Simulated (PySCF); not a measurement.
# What a mistake does to a calculation on AlBCClH4 cation

Calculated results; nothing here was measured. The program is PySCF 2.14.0, an open-source quantum chemistry code, run on an isolated molecule that a program drew, which may never have been made. The molecule is AlBCClH4 cation (charge +1, singlet), drawn as the SMILES string `C[BH][Al+][Cl]`.

Each row is a Hartree-Fock (HF) and frozen-core CCSD(T) single point in the cc-pV(D+d)Z basis, meant for a local HF minimum. Run 1 is clean. Each other run has one planted mistake out of seven kinds, and not every kind appears here: one electron removed, one electron added, multiplicity raised by two, geometry at a saddle point, minimal basis STO-3G, one bond length entered in bohr, all coordinates scaled. The reference is restricted for singlets and unrestricted otherwise, and also for a bond in bohr. Adding or removing an electron swaps singlet and doublet. Electrons count all cores. HOMO and LUMO are orbital energies over both spins, the gradient is its largest component, and the lowest frequency (negative if imaginary) is given only where the gradient is small. Bond lengths are over the 7 bonds as drawn. T1 is the CCSD diagnostic: over 0.02 (restricted) or 0.045 (unrestricted) a single reference is doubtful.

Geometry of the clean run:
```xyz
8
AlBCClH4 cation, angstrom
C     1.4424   -2.8897    0.7606
B     1.7920   -1.4194    1.0942
Al    0.2596    0.1827    0.9670
Cl   -1.1249    1.6647    0.8607
H     2.0798   -3.5803    1.3176
H     0.3989   -3.1864    0.8527
H     1.7241   -3.0048   -0.3008
H     2.8600   -0.9753    1.3745
```

```
run  electrons  basis functions  <S^2>  HOMO (eV)  LUMO (eV)  gradient (hartree/bohr)  lowest frequency (cm^-1)  mean bond (Å)  longest bond (Å)      T1  HF (hartree)  CCSD(T) (hartree)                     mistake
  1         44               94  0.000     -16.26      -4.94                  3.4e-05                        78         1.4678             2.221  0.0132    -766.10361         -766.56418                    no fault
  2         44               94  2.005     -12.96      -7.61                  2.5e-02                         -         1.4678             2.221  0.0227    -765.98617         -766.43778  multiplicity raised by two
  3         44               94  0.000     -16.10      -5.01                  3.9e-02                         -         1.5588             2.358  0.0145    -766.08090         -766.54772      all coordinates scaled
  4         45               94  0.776      -6.13       1.23                  4.2e-02                         -         1.4678             2.221  0.0213    -766.30636         -766.78634          one electron added
  5         44               32  0.000     -15.16      -0.90                  3.7e-02                         -         1.4678             2.221  0.0118    -757.59634         -757.75009                           ?
```

**Which mistake was planted in run 5, and what did it cost?**

It has 32 basis functions where the clean run has 94, with the same electrons and geometry. So the mistake is: minimal basis STO-3G. Subtracting run 1 and multiplying by 627.51 kcal/mol a hartree, the energy moved by 5338.4 kcal/mol in HF and 5530.9 kcal/mol in CCSD(T).

